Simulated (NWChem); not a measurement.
System: As cation, triplet

Here is an NWChem input.

```
start job
memory heap 200 mb stack 900 mb global 1100 mb
charge 1
geometry units angstroms noautoz
  As     0.000000     0.000000     0.000000
end
basis spherical
  As library 6-31g*
end
dft
  odft
  mult 3
  xc m06-2x
  grid fine
  iterations 150
  mulliken
end
task dft gradient
```

Parts of the log:

```
             Northwest Computational Chemistry Package (NWChem) 7.3.0
             --------------------------------------------------------

                             Geometry "geometry" -> ""
                             -------------------------

 Output coordinates in angstroms (scale by  1.889725989 to convert to a.u.)

  No.       Tag          Charge          X              Y              Z
 ---- ---------------- ---------- -------------- -------------- --------------
    1 As                  33.0000     0.00000000     0.00000000     0.00000000

 Effective nuclear repulsion energy (a.u.)       0.0000000000

                                 NWChem DFT Module
                                 -----------------

 Summary of "ao basis" -> "ao basis" (spherical)
 ------------------------------------------------------------------------------
       Tag                 Description            Shells   Functions and Types
 ---------------- ------------------------------  ------  ---------------------
 As                          6-31g*                 12       32   5s4p3d

            General Information
            -------------------
          SCF calculation type: DFT
          Wavefunction type:  spin polarized.
          No. of atoms     :     1
          No. of electrons :    32
           Alpha electrons :    17
            Beta electrons :    15
          Charge           :     1
          Spin multiplicity:     3
          Use of symmetry is: off; symmetry adaption is: off
          Maximum number of iterations: 150
          AO basis - number of functions:    32
                     number of shells:    12
          Convergence on energy requested:  1.00D-06
          Convergence on density requested:  1.00D-05
          Convergence on gradient requested:  5.00D-04

              XC Information
              --------------
                       M06-2X Method XC Functional
                     Hartree-Fock (Exact) Exchange  0.540
                        M06-2X Exchange Functional  1.000
                      M06-2X Correlation Potential  1.000

             Grid Information
             ----------------
          Grid used for XC integration:  fine
          Radial quadrature: Mura-Knowles
          Angular quadrature: Lebedev.
          Tag              B.-S. Rad. Rad. Pts. Rad. Cut. Ang. Pts.
          ---              ---------- --------- --------- ---------
          As                  1.15      140           6.0       974
          Grid pruning is: on
          Number of quadrature shells:   140
          Spatial weights used:  Erf1

      Superposition of Atomic Density Guess
      -------------------------------------

 Sum of atomic energies:       -2233.84544768

 Renormalizing density from      33.00 to     32

      Non-variational initial energy
      ------------------------------

 Total energy =   -2191.742615
 1-e energy   =   -3018.923705
 2-e energy   =     827.181090
 HOMO         =      -0.627496
 LUMO         =      -0.627496

     ---------------------------------------------
      Total Density - Mulliken Population Analysis
     ---------------------------------------------

    Atom       Charge   Shell Charges
 -----------   ------   -------------------------------------------------------
    1 As  33    32.00   2.00  2.00  6.00  2.00  6.03  1.93  1.73  0.07  0.24  7.60  2.36  0.04

     --------------------------------------------
      Spin Density - Mulliken Population Analysis
     --------------------------------------------

    Atom       Charge   Shell Charges
 -----------   ------   -------------------------------------------------------
    1 As  33     2.00   0.00  0.00 -0.00  0.00 -0.01  0.00  1.77  0.00  0.23  0.00  0.00  0.00

   convergence    iter        energy       DeltaE   RMS-Dens  Diis-err
 ---------------- ----- ----------------- --------- --------- ---------
 d= 0,ls=0.0,diis     1  -2234.7845935421 -2.23D+03  2.17D-02  2.89D+00
                                                     2.25D-02  2.98D+00
 d= 0,ls=0.0,diis     2  -2234.9503645937 -1.66D-01  9.37D-03  1.76D+00
                                                     8.25D-03  1.85D+00
 d= 0,ls=0.0,diis     3  -2235.1780466443 -2.28D-01  3.34D-04  5.46D-05
                                                     8.27D-04  7.30D-05
 d= 0,ls=0.0,diis     4  -2235.1781050311 -5.84D-05  8.42D-05  1.82D-06
                                                     3.77D-05  5.23D-06
 d= 0,ls=0.0,diis     5  -2235.1777609365  3.44D-04  1.37D-05  1.23D-06
                                                     6.69D-05  1.08D-05
  Resetting Diis
 d= 0,ls=0.0,diis     6  -2235.1777579353  3.00D-06  8.53D-05  1.67D-06
                                                     4.26D-04  1.50D-05
 d= 0,ls=0.0,diis     7  -2235.1777686304 -1.07D-05  2.98D-06  1.20D-09
                                                     1.58D-05  1.83D-08
 d= 0,ls=0.0,diis     8  -2235.1777686427 -1.23D-08  1.23D-06  8.48D-10
                                                     4.43D-07  4.22D-10

         Total DFT energy =    -2235.177768642723
      One electron energy =    -3101.954397376358
           Coulomb energy =      949.597697986282
    Exchange-Corr. energy =      -82.821069252647
 Nuclear repulsion energy =        0.000000000000

 Numeric. integr. density =       31.999999999147

                    DFT Final Alpha Molecular Orbital Analysis
                    ------------------------------------------

 Vector   15  Occ=1.000000D+00  E=-9.781059D-01
              MO Center= -5.5D-16, -8.8D-16, -1.2D-15, r^2= 1.2D+00
   Bfn.  Coefficient  Atom+Function         Bfn.  Coefficient  Atom+Function
  ----- ------------  ---------------      ----- ------------  ---------------
    10      0.951538  1 As s                  6     -0.418416  1 As s
    14     -0.137588  1 As s                  2      0.132166  1 As s
     1      0.036506  1 As s

 Vector   16  Occ=1.000000D+00  E=-6.002089D-01
              MO Center=  6.5D-16, -6.2D-16, -5.0D-16, r^2= 1.7D+00
   Bfn.  Coefficient  Atom+Function         Bfn.  Coefficient  Atom+Function
  ----- ------------  ---------------      ----- ------------  ---------------
    11      0.769500  1 As px                13     -0.445137  1 As pz
     7     -0.286121  1 As px                15      0.183590  1 As px
     9      0.165514  1 As pz                17     -0.106202  1 As pz
     3      0.085326  1 As px                 5     -0.049359  1 As pz
    12     -0.032226  1 As py

 Vector   17  Occ=1.000000D+00  E=-6.002089D-01
              MO Center=  1.1D-15,  2.3D-15,  2.3D-15, r^2= 1.7D+00
   Bfn.  Coefficient  Atom+Function         Bfn.  Coefficient  Atom+Function
  ----- ------------  ---------------      ----- ------------  ---------------
    13      0.614657  1 As pz                12      0.520677  1 As py
    11      0.377369  1 As px                 9     -0.228546  1 As pz
     8     -0.193602  1 As py                17      0.146647  1 As pz
     7     -0.140316  1 As px                16      0.124225  1 As py
    15      0.090034  1 As px                 5      0.068156  1 As pz

 Vector   18  Occ=0.000000D+00  E=-4.205024D-01
              MO Center=  2.8D-16,  6.4D-16, -5.0D-16, r^2= 1.9D+00
   Bfn.  Coefficient  Atom+Function         Bfn.  Coefficient  Atom+Function
  ----- ------------  ---------------      ----- ------------  ---------------
    12      0.657841  1 As py                13     -0.423695  1 As pz
     8     -0.253476  1 As py                16      0.244326  1 As py
    11     -0.217547  1 As px                 9      0.163256  1 As pz
    17     -0.157363  1 As pz                 7      0.083824  1 As px
    15     -0.080798  1 As px                 4      0.075774  1 As py

 Vector   19  Occ=0.000000D+00  E=-3.951792D-02
              MO Center= -4.6D-15, -2.8D-15, -5.7D-15, r^2= 4.2D+00
   Bfn.  Coefficient  Atom+Function         Bfn.  Coefficient  Atom+Function
  ----- ------------  ---------------      ----- ------------  ---------------
    14      1.837360  1 As s                 10      1.655224  1 As s
     6     -0.147288  1 As s                  2      0.107011  1 As s

 Vector   20  Occ=0.000000D+00  E= 4.931475D-02
              MO Center=  5.9D-16, -1.8D-15,  1.2D-15, r^2= 4.9D+00
   Bfn.  Coefficient  Atom+Function         Bfn.  Coefficient  Atom+Function
  ----- ------------  ---------------      ----- ------------  ---------------
    16      1.088568  1 As py                12     -0.971056  1 As py
    17     -0.701124  1 As pz                13      0.625436  1 As pz
    15     -0.359974  1 As px                11      0.321116  1 As px
     8      0.237470  1 As py                 9     -0.152949  1 As pz
     7     -0.078528  1 As px                 4     -0.069035  1 As py

                     DFT Final Beta Molecular Orbital Analysis
                     -----------------------------------------

 Vector   13  Occ=1.000000D+00  E=-2.196590D+00
              MO Center= -2.8D-16,  5.9D-17,  2.3D-16, r^2= 1.6D-01
   Bfn.  Coefficient  Atom+Function         Bfn.  Coefficient  Atom+Function
  ----- ------------  ---------------      ----- ------------  ---------------
    20      0.450713  1 As d  0              18     -0.369513  1 As d -2
    22     -0.292121  1 As d  2              21      0.290116  1 As d  1
    19      0.239258  1 As d -1              25      0.234823  1 As d  0
    23     -0.192518  1 As d -2              27     -0.152196  1 As d  2
    26      0.151151  1 As d  1              24      0.124654  1 As d -1

 Vector   14  Occ=1.000000D+00  E=-2.196590D+00
              MO Center=  7.1D-17,  4.8D-17,  3.8D-17, r^2= 1.6D-01
   Bfn.  Coefficient  Atom+Function         Bfn.  Coefficient  Atom+Function
  ----- ------------  ---------------      ----- ------------  ---------------
    21      0.546370  1 As d  1              22      0.342312  1 As d  2
    19     -0.290758  1 As d -1              26      0.284661  1 As d  1
    18     -0.210440  1 As d -2              27      0.178346  1 As d  2
    24     -0.151486  1 As d -1              20     -0.148006  1 As d  0
    23     -0.109640  1 As d -2              25     -0.077112  1 As d  0

 Vector   15  Occ=1.000000D+00  E=-8.386846D-01
              MO Center= -1.4D-15, -3.4D-16, -1.8D-15, r^2= 1.3D+00
   Bfn.  Coefficient  Atom+Function         Bfn.  Coefficient  Atom+Function
  ----- ------------  ---------------      ----- ------------  ---------------
    10      0.889429  1 As s                  6     -0.411365  1 As s
    14     -0.204961  1 As s                  2      0.127553  1 As s
     1      0.035611  1 As s                 29      0.028260  1 As d -1

 Vector   16  Occ=0.000000D+00  E=-3.904442D-01
              MO Center= -1.1D-15, -9.5D-16,  6.1D-16, r^2= 2.2D+00
   Bfn.  Coefficient  Atom+Function         Bfn.  Coefficient  Atom+Function
  ----- ------------  ---------------      ----- ------------  ---------------
    12      0.562660  1 As py                13     -0.362392  1 As pz
    16      0.346595  1 As py                 8     -0.229104  1 As py
    17     -0.223231  1 As pz                11     -0.186071  1 As px
     9      0.147559  1 As pz                15     -0.114619  1 As px
     7      0.075764  1 As px                 4      0.068627  1 As py

 Vector   17  Occ=0.000000D+00  E=-3.529231D-01
              MO Center=  1.4D-15,  3.6D-16,  4.9D-16, r^2= 2.5D+00
   Bfn.  Coefficient  Atom+Function         Bfn.  Coefficient  Atom+Function
  ----- ------------  ---------------      ----- ------------  ---------------
    13      0.410641  1 As pz                17      0.363278  1 As pz
    12      0.348471  1 As py                16      0.308278  1 As py
    11      0.253975  1 As px                15      0.224681  1 As px
     9     -0.177025  1 As pz                 8     -0.150224  1 As py
     7     -0.109487  1 As px                 5      0.053122  1 As pz

 Vector   18  Occ=0.000000D+00  E=-3.529231D-01
              MO Center=  1.5D-16, -2.8D-16, -9.5D-16, r^2= 2.5D+00
   Bfn.  Coefficient  Atom+Function         Bfn.  Coefficient  Atom+Function
  ----- ------------  ---------------      ----- ------------  ---------------
    11      0.514411  1 As px                15      0.455078  1 As px
    13     -0.299060  1 As pz                17     -0.264566  1 As pz
     7     -0.221760  1 As px                 9      0.128923  1 As pz
     3      0.066546  1 As px                 5     -0.038688  1 As pz

     ---------------------------------------------
      Total Density - Mulliken Population Analysis
     ---------------------------------------------

    Atom       Charge   Shell Charges
 -----------   ------   -------------------------------------------------------
    1 As  33    32.00   2.00  2.00  6.00  2.00  5.99  1.71  1.68  0.29  0.33  6.94  2.92  0.14

     --------------------------------------------
      Spin Density - Mulliken Population Analysis
     --------------------------------------------

    Atom       Charge   Shell Charges
 -----------   ------   -------------------------------------------------------
    1 As  33     2.00   0.00  0.00  0.00  0.00  0.00  0.06  1.66 -0.06  0.33 -0.02  0.01  0.01

     -------------------------------------------
      Total Density - Lowdin Population Analysis
     -------------------------------------------

    Atom       Charge   Shell Charges
 -----------   ------   -------------------------------------------------------
    1 As  33    32.00   2.00  2.00  5.99  2.00  5.86  1.38  1.61  0.62  0.54  6.73  3.06  0.22

     ------------------------------------------
      Spin Density - Lowdin Population Analysis
     ------------------------------------------

    Atom       Charge   Shell Charges
 -----------   ------   -------------------------------------------------------
    1 As  33     2.00   0.00  0.00  0.00  0.00  0.05  0.03  1.41 -0.03  0.54 -0.02  0.01  0.01

   alpha - beta orbital overlaps
   -----------------------------

   alpha      1      2      3      4      5      6      7      8      9     10
    beta      1      2      3      4      5      6      7      8      9     10
 overlap   1.000  1.000  1.000  0.968  0.968  1.000  1.000  1.000  1.000  1.000

   alpha     11     12     13     14     15     16     17     18     19     20
    beta     11     12     14     13     15     18     17     16     19     20
 overlap   0.999  0.999  0.818  0.818  0.998  0.972  0.972  0.995  0.999  0.995

   alpha     21     22     23     24     25     26     27     28     29     30
    beta     21     22     24     25     26     27     23     28     32     31
 overlap   0.753  0.753  0.985  0.985  0.790  0.790  0.998  1.000  0.730  0.730

   alpha     31     32
    beta     30     29
 overlap   0.997  0.997

     --------------------------
     Expectation value of S2:
     --------------------------
      <S2> =      2.0048 (Exact =     2.0000)

            General Information
            -------------------
          SCF calculation type: DFT
          Wavefunction type:  spin polarized.
          No. of atoms     :     1
          No. of electrons :    32
           Alpha electrons :    17
            Beta electrons :    15
          Charge           :     1
          Spin multiplicity:     3
          Use of symmetry is: off; symmetry adaption is: off
          Maximum number of iterations: 150
          AO basis - number of functions:    32
                     number of shells:    12
          Convergence on energy requested:  1.00D-06
          Convergence on density requested:  1.00D-05
          Convergence on gradient requested:  5.00D-04

[...]

                         DFT ENERGY GRADIENTS

    atom               coordinates                        gradient
                 x          y          z           x          y          z
   1 As      0.000000   0.000000   0.000000   -0.000000  -0.000000   0.000000
```

Level: M06-2X/6-31G* (spherical d), spin-unrestricted. The open p shell is one determinant without spherical averaging. No stability test was run on the SCF state.
